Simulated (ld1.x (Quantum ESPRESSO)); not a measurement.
## Be (Z = 4): variants of one RRKJ potential

Base potential:

ld1.x (Quantum ESPRESSO) 7.5 input, shortened:

```
&input
   title='Be', zed=4., rel=0, dft='PZ', iswitch=3,
   config='[He] 2s1.5 2p0.5'
 /
 &inputp
   pseudotype=2, tm=.false., lloc=-1, rcloc=3.30,
   nlcc=.false.
 /
2
1S  1  0   2.00   0.00  0.30  0.30  0.0
2P  2  1   0.50   0.00  3.45  3.45  0.0
 &test
   configts(1)='1s2 2s1.5 2p0.5'
 /
```

Occupied shells without a wave of their own: 2s. They enter only through the test configuration that unscreens the potential.

Cutoffs, loose and tight: the cutoffs (Ry, on a coarse ladder) from which the occupation-weighted sum of valence levels, in a spherical-Bessel basis at the reference potential, stays within 10 and 1 mRy of its value at 400 Ry. They do not see the model core or the augmentation charge, which bear on the density cutoff. Test errors are all-electron minus pseudo excitation energies from the reference, over the configurations 1s2 2s2 2p0; 1s2 2s1 2p0; 1s2 2s0 2p0; 1s2 2s0 2p2; 1s1 2s2 2p0; 1s2 2s1.5 2p0; 1s2 2s1 2p1 (two spin-polarised tests are not counted in the largest error). A dash means not determined; rows that change the core or the reference have their own tests. The largest error is taken over the tests solved by every variant that gives reliable tests at all: 1s1 2s2 2p0; 1s2 2s0 2p0; 1s2 2s1 2p0; 1s2 2s1.5 2p0; 1s2 2s2 2p0.

A true bound ghost makes a file unfit for plane-wave use even where its test errors are small: the radial tests pick states by their node count and pass the ghost by. Where a test does run into it, the solver fails or the error is huge.

Cutoffs are not given where the Bessel-basis levels miss the radial ones by over 6 mRy, ghosts where they miss by over 20 mRy; a channel whose overlap is not positive is not tested.

| change | outcome | cutoff, loose | cutoff, tight | bound ghosts | largest test error (meV) |
| --- | --- | --- | --- | --- | --- |
| base | generated, misses its reference levels by 2.11 eV | – | – | not determined | +5941 |
| all radii scaled by about 1.12 (s 0.34, p 3.86 bohr); local potential all-electron potential smoothed inside 3.70 bohr (lloc = -1) | generated, misses its reference levels by 2.53 eV | – | – | not determined | +7147 |
| wave 2p (bound): rc 3.45 bohr becomes 2p (bound): rc 4.94 bohr | generated, misses its reference levels by 2.11 eV | – | – | not determined | +6065 |
| scalar-relativistic | generated, misses its reference levels by 2.11 eV | – | – | not determined | +5946 |
| reference 1s2 2s2 2p0 | generated, misses its reference levels by 2.07 eV | – | – | not determined | +7750 |
| local potential all-electron potential smoothed inside 1.72 bohr (lloc = -1) | generated, misses its reference levels by 0.61 eV | – | – | not determined | +1787 |
| functional PBE | generated, misses its reference levels by 1.90 eV | – | – | not determined | +5321 |
| wave 1s (bound): rc 0.30 bohr becomes 1s (bound): rc 0.44 bohr | generated, misses its reference levels by 2.11 eV | over 300 Ry | over 300 Ry | none | +5942 |
| local potential all-electron potential smoothed inside 3.04 bohr (lloc = -1) | generated, misses its reference levels by 1.87 eV | – | – | not determined | +5258 |
| wave 2p (bound): rc 3.45 bohr becomes 2p (bound): rc 5.00 bohr | generated, misses its reference levels by 2.11 eV | – | – | not determined | +6080 |

Question: What comes out with this change to the base: type TM; local potential all-electron potential smoothed inside 1.60 bohr (lloc = -1)?

Answer: outcome: failed: run_pseudo: Errors in PS-KS equation. Cause: the pseudo-atom solver did not find the valence states with the expected number of nodes, which is the usual sign of a ghost state.

Question: What comes out with this change to the base: local potential all-electron potential smoothed inside 1.75 bohr (lloc = -1)?

Answer: outcome: generated, misses its reference levels by 0.64 eV; bound ghosts: not determined; largest test error (meV): +1876.

Question: What comes out with this change to the base: type TM; local potential the s channel?

Answer: outcome: generated; bound ghosts: p; largest test error (meV): +195.
